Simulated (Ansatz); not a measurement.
The same path of Cl2F4HTa (8 atoms, charge 0, multiplicity 1) was run twice with different band settings. Lost on the way: Cl7–H8. Made: F2–H8.

Method: Ansatz 0.2.0, RKS PBE-D4/def2-SVP.

Relaxed end points:

```xyz
8
Properties=species:S:1:pos:R:3
Ta -0.072 0.025 -0.068
F 1.755 0.527 -0.274
F 0.417 -0.563 1.666
F -0.185 0.140 -1.957
F -0.914 1.618 0.382
Cl -1.819 -1.524 -0.078
Cl 1.373 -2.383 -0.774
H 2.496 -1.720 -0.829
```

```xyz
8
Properties=species:S:1:pos:R:3
Ta -0.177 -0.474 -0.146
F 2.055 0.288 -0.369
F 0.429 -0.729 1.628
F -0.170 -0.028 -1.986
F -0.385 1.351 0.242
Cl -2.275 -1.337 0.034
Cl 1.167 -2.373 -0.738
H 2.407 -0.578 -0.596
```

Common settings: spring 5.0 eV/Å²; optimiser quadratic models (default); start path through a guess of the saddle point; force threshold 0.03 eV/Å; iteration limit 60; end points relaxed.

| run | movable images | climbing image |
| --- | --- | --- |
| 1 | 5 | yes |
| 2 | 6 | no |

What does each run give, and how far can it be trusted?

Run 1: converged after 12 iterations, highest image 0.317 eV above the first end. A vibrational analysis at the climbing image gives one clearly imaginary mode, 382i cm⁻¹: a first-order saddle point.
Run 2: converged after 13 iterations, highest image 0.311 eV above the first end. No image climbed, so the highest image needn't sit at the top of the path.
The orbitals stay closed-shell, which can raise the energy where a bond breaks towards radicals; this wasn't checked here.
